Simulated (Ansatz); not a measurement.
A nudged elastic band was laid between two geometries of BCl$_{2}$H$_{6}$NSi (11 atoms, charge 0, multiplicity 1).

These are results of RKS PBE0/def2-mTZVP in Ansatz 0.2.0, not measurements.

| Property | Result |
| --- | --- |
| movable images | 7 |
| climbing image | yes |
| spring | 5.0 eV/Å² |
| optimiser | quadratic models (default) |
| start path | through a guess of the saddle point |
| force threshold | 0.05 eV/Å |
| iteration limit | 60 |
| end points | relaxed |

Initial state:

```xyz
11
Properties=species:S:1:pos:R:3
B 0.061 -0.278 0.111
H 0.287 0.664 0.812
Cl 1.542 -0.755 -0.902
Cl -1.479 -0.058 -0.881
N -0.203 -1.555 1.060
H -0.498 -2.321 0.451
Si 1.247 -2.046 2.066
H 1.999 -3.060 1.305
H 2.011 -0.824 2.373
H 0.672 -2.641 3.299
H -1.013 -1.341 1.642
```

Final state:

```xyz
11
Properties=species:S:1:pos:R:3
B 0.273 -0.912 -0.403
H -1.352 1.010 2.310
Cl 1.176 0.543 0.051
Cl -0.836 -0.835 -1.778
N 0.447 -2.088 0.322
H -0.096 -2.885 0.011
Si 1.492 -2.353 1.717
H 1.303 -3.778 2.087
H 2.912 -2.105 1.368
H 1.098 -1.480 2.848
H -1.791 0.668 2.805
```

Q: Which bonds break or form, and what moves?

A: Bonds broken: B1–H2, N5–H11. Bonds formed: H2–H11. BCl2H6NSi becomes BCl2H4NSi + H2.

Q: What energy profile does the band end with?

A: The run converged. The highest image is number 5 of 0 to 8, 1.95 eV above the first end and 1.86 eV above the last; the last end lies 0.09 eV above the first. The profile has 3 maxima (images 1, 3, 5) with wells between them (images 2, 4): this band takes more than one step, which may be the mechanism or a detour left from its start path. Neighbouring images differ by up to 1.9 eV, so the band resolves the path poorly. A vibrational analysis at the climbing image gives one clearly imaginary mode, 1444i cm⁻¹: a first-order saddle point. The orbitals stay closed-shell, which can raise the energy where a bond breaks towards radicals; this wasn't checked here.

| image | path coordinate (Å) | energy (eV) | B1–H2 (Å) | N5–H11 (Å) | H2–H11 (Å) |
| --- | --- | --- | --- | --- | --- |
| 0 | 0.00 | 0.00 | 1.20 | 1.02 | 2.53 |
| 1 | 1.66 | 0.04 | 1.20 | 1.02 | 2.64 |
| 2 | 3.32 | 0.03 | 1.20 | 1.02 | 2.58 |
| 3 | 4.98 | 0.06 | 1.20 | 1.02 | 2.69 |
| 4 | 6.64 | 0.04 | 1.20 | 1.02 | 2.37 |
| 5 | 8.30 | 1.95 | 1.38 | 1.41 | 1.00 |
| 6 | 9.50 | 0.24 | 2.55 | 2.44 | 0.74 |
| 7 | 10.69 | 0.09 | 3.34 | 3.46 | 0.74 |
| 8 | 11.89 | 0.09 | 3.70 | 4.33 | 0.74 |

Q: What is the geometry of the highest image?

A: 
```xyz
11
Properties=species:S:1:pos:R:3
B -0.143 -0.367 0.214
H -1.106 0.162 1.051
Cl 1.255 0.766 0.391
Cl -0.960 -0.462 -1.394
N 0.055 -1.727 0.903
H -0.464 -2.473 0.454
Si 1.441 -2.222 1.876
H 1.116 -3.589 2.354
H 2.704 -2.256 1.099
H 1.576 -1.297 3.026
H -0.848 -0.749 1.363
```

The band took 27 iterations and roughly 24 core-minutes.

The run took 6.4 min on 4 threads of Arm Neoverse V1, on a shared host, peak memory 0.31 GiB.
